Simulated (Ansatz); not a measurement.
`B[SiH](B)CF`. The species carries charge 0 and has multiplicity 1. All single points use the PBE0-D4/def2-TZVP geometry. It is one conformer, not always the lowest.

```xyz
12

B     1.236   -0.410    1.430
Si   -0.324   -0.396    0.166
B     0.459   -1.034   -1.568
C    -1.153    1.316    0.025
F    -0.216    2.248   -0.411
H     1.782    0.598    1.767
H     1.668   -1.449    1.833
H    -1.358   -1.371    0.637
H     0.752   -2.185   -1.703
H     0.684   -0.285   -2.471
H    -1.548    1.658    0.987
H    -1.982    1.309   -0.691
```

What is the dipole moment at PBE/def2-TZVPP? (An estimate is asked.)

Ansatz gave: 1.31 D, with components (-1.00, -0.75, 0.41) D in this frame, pointing from negative to positive charge.

And with r2SCAN, B3LYP, ωB97M-V? (An estimate is asked.)

The calculation gave: r2SCAN 1.35 D, B3LYP 1.42 D, ωB97M-V 1.40 D.

Give the Mulliken charges with PBE, B3LYP, r2SCAN in def2-TZVPP. (Estimate.)

Computed: 
| atom | PBE | B3LYP | r2SCAN |
| --- | --- | --- | --- |
| B1 | -0.08 | -0.10 | -0.08 |
| Si2 | 0.09 | 0.12 | 0.21 |
| B3 | -0.08 | -0.10 | -0.08 |
| C4 | -0.03 | -0.03 | 0.04 |
| F5 | -0.21 | -0.26 | -0.25 |
| H6 | 0.06 | 0.07 | 0.04 |
| H7 | 0.04 | 0.06 | 0.02 |
| H8 | -0.07 | -0.08 | -0.08 |
| H9 | 0.04 | 0.06 | 0.02 |
| H10 | 0.06 | 0.07 | 0.04 |
| H11 | 0.09 | 0.10 | 0.06 |
| H12 | 0.09 | 0.10 | 0.06 |

B3LYP here is the variant with VWN-RPA as its local correlation; programs differ in this.
